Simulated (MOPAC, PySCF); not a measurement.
C₈H₁₅B, SMILES `B[C@@H]1CCCC[C@H]1C=C`, neutral singlet in the gas phase. 

Cartesian coordinates (Å):
SMILES: C=C[C@@H]1CCCC[C@H]1B
```xyz
24

B      0.1147     2.3346     0.9685
C      0.0221     1.1021     0.0162
C     -1.5165     1.0587    -0.2649
C     -1.8793    -0.1196    -1.1837
C     -1.3770    -1.4524    -0.6206
C      0.1319    -1.4172    -0.3527
C      0.5169    -0.2574     0.5745
C      1.9868    -0.1732     0.9000
C      2.9764    -0.9421     0.4133
H      0.1276     3.4679     0.5208
H      0.0557     2.1874     2.1795
H      0.5222     1.2931    -0.9598
H     -1.8555     2.0132    -0.7195
H     -2.0703     0.9480     0.6953
H     -2.9791    -0.1485    -1.3357
H     -1.4240     0.0539    -2.1839
H     -1.6255    -2.2809    -1.3164
H     -1.9135    -1.6728     0.3298
H      0.6742    -1.3015    -1.3182
H      0.4698    -2.3810     0.0829
H     -0.0169    -0.4043     1.5456
H      2.2484     0.6346     1.6111
H      4.0227    -0.7803     0.7152
H      2.7881    -1.7623    -0.2973
```
Charge 0, multiplicity 1.

All levels are single points at this geometry (PBE-D3(BJ)/def2-SVP); Pople sets use spherical d functions. Orbital energies aren't observables, and empty levels follow the basis.

```csv
level,HOMO (eV),LUMO (eV),gap (eV),dipole (D),"vertical IE, Delta-SCF (eV)"
PBE-D3(BJ)/def2-TZVP in PySCF,-6.19,-2.25,3.93,1.23,–
B3LYP/3-21G in PySCF,-6.80,-1.14,5.66,1.05,–
B3LYP/6-31G* in PySCF,-6.75,-1.03,5.72,1.02,9.00
SVWN5/6-31G* in PySCF,-5.98,-2.19,3.78,1.23,–
HF/STO-3G in PySCF,-8.09,7.02,15.11,0.54,–
PM7 in MOPAC,-9.86,-0.36,9.50,0.83,–
```
